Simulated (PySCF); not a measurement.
Bi(F)(Me)2 (C2H6BiF), SMILES [CH3][Bi]([CH3])[F]. Atoms are numbered in the order given.

```xyz
10

Bi    -0.2850     0.1285     0.0000
F      1.3692     1.3631     0.0000
C      0.5786    -1.2071     1.6430
H      0.1934    -0.9088     2.6278
H      0.3324    -2.2598     1.4407
H      1.6668    -1.0565     1.6036
C      0.5786    -1.2071    -1.6430
H      0.1934    -0.9088    -2.6278
H      1.6668    -1.0565    -1.6036
H      0.3324    -2.2598    -1.4407
```
Charge 0, spin multiplicity 1.

Geometry optimised at B3LYP-D3(BJ)/def2-SVP. The structure was generated by enumeration; whether it is a known compound was not checked. The def2 effective core potentials stand for the cores of Bi; spin–orbit coupling is left out.

All values below come from PBE/def2-TZVP (PySCF).

Symmetry labels are those of the subgroup Cs that the program uses (full group Cs).

Q: List the valence orbital energies around the gap with their symmetry. (An estimate is asked for; the answer gives what the named calculation found.)

A: 
| orbital | symmetry | energy (eV) |
|---|---|---|
| HOMO−7 | A' | -9.98 |
| HOMO−6 | A" | -9.70 |
| HOMO−5 | A" | -9.64 |
| HOMO−4 | A' | -8.78 |
| HOMO−3 | A" | -8.18 |
| HOMO−2 | A' | -8.07 |
| HOMO−1 | A" | -6.76 |
| HOMO | A' | -6.11 |
| LUMO | A' | -2.00 |
| LUMO+1 | A" | -0.92 |
| LUMO+2 | A' | -0.32 |
| LUMO+3 | A' | 0.53 |
